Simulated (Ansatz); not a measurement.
A calculation with Ansatz (development build ahead of 0.2.0).

```yaml
crystal:
  periodic: [false, false, false]
  atoms:
    - { symbol: C, position_ang: [0.0, 0.0, 0.0] }
    - { symbol: C, position_ang: [1.21244, 0.7, 0.0] }
    - { symbol: C, position_ang: [2.42487, 0.0, 0.0] }
    - { symbol: C, position_ang: [3.63731, 0.7, 0.0] }
    - { symbol: C, position_ang: [4.84974, 0.0, 0.0] }
    - { symbol: C, position_ang: [6.06218, 0.7, 0.0] }
    - { symbol: C, position_ang: [7.27461, 0.0, 0.0] }
    - { symbol: C, position_ang: [8.48705, 0.7, 0.0] }
    - { symbol: H, position_ang: [0.0, -1.09, 0.0] }
    - { symbol: H, position_ang: [-0.94397, 0.545, 0.0] }
    - { symbol: H, position_ang: [1.21244, 1.79, 0.0] }
    - { symbol: H, position_ang: [2.42487, -1.09, 0.0] }
    - { symbol: H, position_ang: [3.63731, 1.79, 0.0] }
    - { symbol: H, position_ang: [4.84974, -1.09, 0.0] }
    - { symbol: H, position_ang: [6.06218, 1.79, 0.0] }
    - { symbol: H, position_ang: [7.27461, -1.09, 0.0] }
    - { symbol: H, position_ang: [8.48705, 1.79, 0.0] }
    - { symbol: H, position_ang: [9.43102, 0.155, 0.0] }
basis:
  gaussian: { orbitals: def2-SVP }
hamiltonian:
  xc: hf
```

The input is written out in the form of the current development build from the run's settings.

The run gave:

| Property | Result |
| --- | --- |
| Converged | yes |
| Total energy | -308.44429 hartree |
| Spin squared of the determinant | 0.000 |
| Stability test | minimum among restricted orbitals |

Caution: an unrestricted determinant lies well below.
